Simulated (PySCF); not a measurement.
Zn(Et)(NH2) (C2H7NZn), SMILES C[CH2][Zn][NH2].

Geometry: B3LYP-D3(BJ)/def2-SVP. The structure was generated by enumeration; whether it is a known compound was not checked. The values are those of a single conformer.

These are PBE/def2-TZVP (PySCF) values and carry that method's errors.

The molecule is in vacuum.

Computed frontier levels, gap, dipole moment and polarisability:
```json
{
  "highest_occupied_level": "-5.27 eV",
  "lowest_empty_level": "-0.78 eV",
  "orbital_gap": "4.49 eV",
  "dipole_moment": "0.94 D",
  "quadrupole, principal values (traceless, Buckingham form, about the centre of nuclear charge)": "-5.88, 1.72, 4.16 D·Å",
  "mean_static_polarisability": "62.0 bohr³ (9.18 Å³)",
  "polarisability_principal_values": "49.2, 54.7, 81.9 bohr³"
}
```
